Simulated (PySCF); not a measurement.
Structure from NMR data

The spectra below were simulated for a compound C₇H₅FO.

¹H NMR (500 MHz, computed): δ 8.51 (m, 2H), 7.93 (m, 1H), 7.78 (m, 2H).

¹³C{¹H} NMR (computed): δ 166.3, 142.1, 139.9, 135.2, 132.5.

Computed data (PySCF 2.14.0 with density-fitted response routines): B97-2/pcSseg-2 with gauge-including orbitals, structure optimised with PBE0-D3(BJ)/def2-TZVP. No solvent model, rapidly exchanging positions averaged, one conformer, relativity neglected.

Chemical shifts δ = σref − σ; TMS for ¹H (31.64 ppm), ¹³C (185.38 ppm), all at this level.

Question: Deduce the structure.

Answer: 
- Rings plus π bonds: 5 (1 ring in the answer).
- 5 carbon signals for 7 carbons: some carbons are equivalent by symmetry or fast rotation.
- Carbon types of the structure: 2 × C, 5 × CH, which accounts for all hydrogens.
- δC 166.3: carbonyl carbon.
- δC 142.1, 139.9, 135.2: aromatic CH.
- δC 132.5: substituted aromatic carbon.
- δH 8.51, 7.93, 7.78: hydrogen on an aromatic CH.

These data were computed for SMILES c1(C(=O)F)ccccc1.

The data come from this structure; uniqueness wasn't tested.

Splittings by ¹⁹F in the carbon and heteronuclear signals aren't shown, as no couplings were computed. Shifts are as computed. Against solution values, carbons near 30 ppm lie about +3 ppm off and those near 130 ppm about +7 ppm. Of 1309 compounds with measured shifts, 239 miss one by over three times the rms of a fit or turn the order of signals round; such compounds aren't used in these exercises. Multiplicities follow the n + 1 count of equivalent neighbours, as no J values were calculated; m marks all less simple cases, F and P coupling included.
